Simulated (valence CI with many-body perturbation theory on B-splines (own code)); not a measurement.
Se IV: key properties

Method: relativistic CI+MBPT: three valence electrons over a frozen Dirac-Fock core [Ar] 3d10, radial functions for each j: 9 s, 9 p, 8 d, 6 f, 3 g, 1 h, with the one-electron correlation potential Σ1, the two-electron term Σ2, the three-electron term Σ3, Breit, model QED; selected CI, second order for the rest, scaled by the run's own slope (own B-spline code, finite nucleus).

Set against measurement, 16 paired levels are off by 171 cm⁻¹ on average, the worst by 626. These come from a selection out of Moore, Atomic Energy Levels, vol. II, NSRDS-NBS 35 (1971 reprint of NBS Circular 467, 1952), an old analysis. Levels without a partner in it may be off by more.

Rates and lifetimes use the calculated energies. Strong lines usually hold to 10 to 20 %, long lifetimes can be off by a factor of two.

Task: What is the ground level?

Result: 4s²4p ²P°_1/2, composition 97 % 4s²4p ²P°, g = 0.666.

Task: Name the longest-lived excited levels whose lifetime is computed, and their main decay.

Result: 4s²4p ²P°_3/2 at 4364 cm⁻¹ lives 1.33 s, mostly by M1 to 4s²4p ²P°_1/2; 4s4p² ⁴P_3/2 at 80890 cm⁻¹ lives 1.43 μs, mostly by E1 to 4s²4p ²P°_3/2. The lifetime of 4s4p4d ⁴F°_9/2 is too uncertain to give, and may be longer.

Task: How well does LS coupling describe the low levels?

Result: Among the lowest 20 levels the leading LS term, summed over configurations, holds 98 % on average. For single configurations the figures are 90 % in LS and 69 % in jj coupling. Terms mix most in the J = 1/2 level at 128612 cm⁻¹, where the leading one holds 89 %.

Task: Where does the other parity begin?

Result: At 4s4p² ⁴P_1/2, 79143 cm⁻¹.

Task: What is the ionisation energy?

Result: 42.954 eV; NIST lists 42.947 eV (measured).
